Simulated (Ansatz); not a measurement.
Pt3H2⁺ was relaxed with PBE0-D4 (def2-TZVP) in Ansatz in these states: charge +1 doublet, charge +1 quartet. The geometries follow in no particular order.

In the def2 sets Pt takes a core potential; there is no spin–orbit coupling.

A:

```xyz
5

Pt    0.160   -0.077   -1.347
Pt   -0.971   -0.079    0.947
Pt    1.505    0.291    0.742
H    -1.154    1.412    0.883
H     0.459   -1.547   -1.225
```

B:

```xyz
5

Pt    0.962    0.968   -0.672
Pt   -0.697   -0.002    1.071
Pt   -0.001   -1.368   -0.859
H    -0.111   -1.051    2.043
H    -0.154    1.453   -1.582
```

Question: Judge from the bond lengths which geometry belongs to which state (an estimate).

Answer: A is the charge +1 doublet (Pt2–Pt3 2.512 Å, Pt2–H4 1.504 Å, Pt1–Pt2 2.558 Å); B is the charge +1 quartet (Pt2–Pt3 2.465 Å, Pt2–H4 1.546 Å, Pt1–Pt2 2.595 Å).
